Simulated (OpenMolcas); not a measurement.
**4d ions of charge +3 along the row**

```
Program             : OpenMolcas 26.06
Method              : CASSCF
Basis               : ANO-RCC-VTZP
Scalar Hamiltonian  : DKH2, point nucleus
Spin-orbit coupling : RASSI with atomic mean-field integrals over the reference wave functions, term energies averaged over their components
```

Active space: the 4d shell.

B and C come from two terms' centres of gravity (d2, d8: 3P = 15B, 1G = 12B + 2C; d3, d7: 4P = 15B, 2G = 4B + 3C; d4, d6: 3G = 9B + 4C, 3H = 4B + 4C; d5: 4D = 17B + 5C, 4G = 10B + 5C, above the ground term), where all their levels are at least 80 % pure. ζ = ±2S·A comes from the whole width of the ground multiplet by E(J) = (A/2) J(J+1), where its levels are at least 85 % pure. Energies in cm-1.

| Ion | Configuration | Lowest level | Weight (%) | B | B measured | C | C measured | ζ | ζ measured |
| --- | --- | --- | --- | --- | --- | --- | --- | --- | --- |
| Nb3+ | 4d² | ³F₂ | 99 | 775 |  | 2939 |  | 663 |  |
| Mo3+ | 4d³ | ⁴F_3/2 | 99 | 811 | 619 | 3283 | 2606 | 801 | 818 |
| Tc3+ | 4d⁴ | ⁵D₀ | 98 |  |  |  |  | 1022 |  |
| Ru3+ | 4d⁵ | ⁶S_5/2 | 99 |  |  |  |  |  |  |
| Rh3+ | 4d⁶ | ⁵D₄ | 99 |  |  |  |  | 1332 |  |
| Pd3+ | 4d⁷ | ⁴F_9/2 | 98 |  |  |  |  | 1605 |  |
| Ag3+ | 4d⁸ | ³F₄ | 99 |  |  |  |  | 1702 | 1666 |

Measured columns use the levels in Sugar and Musgrove, J. Phys. Chem. Ref. Data 17, 155 (1988) (Mo3+); the list in Gamrath, thesis, University of Mons (2023) (Ag3+).

The computed ζ goes from 663 (Nb3+) to 1702 cm-1 (Ag3+), a factor of 2.57, rising at every step. It departs from the measured column by -2 to +2 %.

Without dynamic correlation excited terms often stand tens of per cent too high (terms of higher spin than the ground term too low), and those without a measured partner can miss by more than the paired ones. Measured partners are found by configuration, term and J. A level has none where our copy of the source lacks it or the pairing is in doubt (some pairs that miss far off the trend of their configuration count as doubtful), and it then counts in no deviation. Only configurations of the active space appear.
